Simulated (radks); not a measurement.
Results of a calculation; reference values are marked as such.
Question: Radial electron density D(r) = 4 pi r^2 rho(r) of an atom or ion with 5 electrons. Code: a radial shooting solver on a logarithmic mesh with Libxc functionals. Model: scalar-relativistic Kohn-Sham, LDA (Slater exchange, Perdew-Wang correlation), spin-polarised, spherical densities, point nucleus.

r (bohr),D(r) (e/bohr),spin D(r)
0.0009499,1.767,-0.000114
0.001151,2.465,-0.000139
0.001384,3.376,-0.000153
0.001676,4.663,-0.000134
0.002031,6.397,-0.0000316
0.002461,8.707,0.000263
0.002958,11.59,0.000924
0.003585,15.45,0.00242
0.004343,20.30,0.00557
0.005263,26.21,0.0119
0.006326,32.84,0.0239
0.007665,40.53,0.0477
0.009287,48.50,0.0927
0.01125,55.93,0.176
0.01353,61.46,0.318
0.01639,64.29,0.575
0.01986,63.02,1.00
0.02406,57.25,1.69
0.02892,48.32,2.67
0.03505,37.67,4.09
0.04246,28.87,5.86
0.05145,24.63,7.76
0.06185,25.29,9.30
0.07494,28.46,10.0
0.0908,29.92,9.42
0.11,26.50,7.46
0.1322,19.06,4.93
0.1602,10.35,2.51
0.1942,4.084,0.951
0.2352,1.102,0.251
0.2828,0.2053,0.0466
0.3426,0.02094,0.00482

What is the nuclear charge?

Answer: Z = 53. The innermost maximum, from 1s, lies near gamma/Z bohr with gamma = sqrt(1 - (Z/c)^2) = 0.922, here 0.0174 bohr (found: 0.0171), and its height grows with Z. The density is that of the iodine ion I48+ in [He] 2s2 2p1; the configuration itself is not fixed sharply by these data, and Z only to a few units. D(r) has 2 maxima, at r = 0.0171, 0.0886 bohr, and minima at 0.0544 bohr, inside which lie 2.17 electrons.
